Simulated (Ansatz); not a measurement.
Gas-phase electronic energies from Ansatz, PBE0-D4/def2-TZVP geometries. CCSD(T)/CBS is the MP2 limit (def2-TZVPP, def2-QZVPP) plus CCSD(T) − MP2 in def2-TZVPP, frozen cores. This one scheme is used for every species. Functionals use def2-TZVPP. B3LYP here is the variant with VWN-RPA as its local correlation; programs differ in this. Each species was taken in one conformer, which may not be the lowest.

`NB([SiH3])C[SiH3]` + H–F → `NB([SiH3])CF` + SiH₄  (substitution at a C–Si bond)

`NB([SiH3])C[SiH3]`:

Z-matrix (Å, degrees):
```
Si
B 1 2.027
H 1 1.491 2 112.1
H 1 1.493 2 110.8 3 119.1
H 1 1.494 2 112.1 3 -121.0
C 2 1.569 1 121.6 3 -54.3
N 2 1.394 1 118.2 3 124.1
Si 6 1.879 2 110.6 1 88.8
H 6 1.097 2 112.4 1 -152.0
H 6 1.094 2 112.3 1 -30.3
H 7 1.006 2 123.5 1 -0.8
H 7 1.009 2 123.2 1 179.8
H 8 1.487 6 111.0 2 -55.3
H 8 1.489 6 111.0 2 -175.8
H 8 1.489 6 110.0 2 64.5
```

H–F:

Z-matrix (Å, degrees):
```
F
H 1 0.920
```

`NB([SiH3])CF`:

```xyz
12

N     1.376    0.102   -0.892
B     0.273    0.039   -0.059
Si   -1.559   -0.398   -0.799
C     0.498    0.317    1.476
F     1.835    0.598    1.774
H     1.349   -0.058   -1.885
H     2.292    0.319   -0.528
H    -2.124   -1.630   -0.178
H    -1.504   -0.619   -2.274
H    -2.532    0.704   -0.543
H    -0.102    1.170    1.821
H     0.198   -0.543    2.088
```

SiH₄:

Cartesian coordinates in Å:
```
Si 0.000 0.000 0.000
H 1.396 -0.302 -0.404
H -0.168 -0.285 1.447
H -0.936 -0.845 -0.783
H -0.292 1.432 -0.260
```

```
             level  ΔE (kcal/mol)  difference from CCSD(T)/CBS
          B3LYP-D4           20.0                         -4.1
           ωB97X-V           19.7                         -4.4
           ωB97M-V           21.3                         -2.8
            B2PLYP           19.9                         -4.2
             B3LYP           16.9                         -7.2
SCS-MP2/def2-TZVPP           22.8                         -1.3
CCSD(T)/def2-TZVPP           22.8                         -1.3
    MP2/def2-QZVPP           27.1                          3.0
SCS-MP2/def2-QZVPP           23.7                         -0.4
      HF/CBS(def2)           15.9                         -8.2
       CCSD(T)/CBS           24.1                            0
```

Largest T1 diagnostic among the species: 0.013.

The D4 term adds +3.1 kcal/mol with B3LYP and +1.8 kcal/mol with PBE0; it sums over pairs of atoms, weighted by their polarisabilities, and B3LYP, whose exchange is more repulsive, gets the larger term. In def2-TZVPP, CCSD(T) changes the Hartree–Fock value by +7.0 kcal/mol (the triples alone add +0.8 kcal/mol) and MP2 by +10.5 kcal/mol.
